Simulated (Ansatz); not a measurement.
The linear singlet lies higher and needs more than one determinant, so no gap is given.

Species: CN₂, SMILES `[N]C#N` (lower triplet) (charge 0, multiplicity 3).

Give a relaxed geometry from B3LYP-D3(BJ)/def2-TZVP run with Ansatz (a first-principles code).

the end point of this relaxation (outside a Z-matrix the atoms follow the SMILES, hydrogens last).
Bond lengths (Å): N1–C2 1.224, C2–N3 1.224. Bond angles (°): N1–C2–N3 180.0.
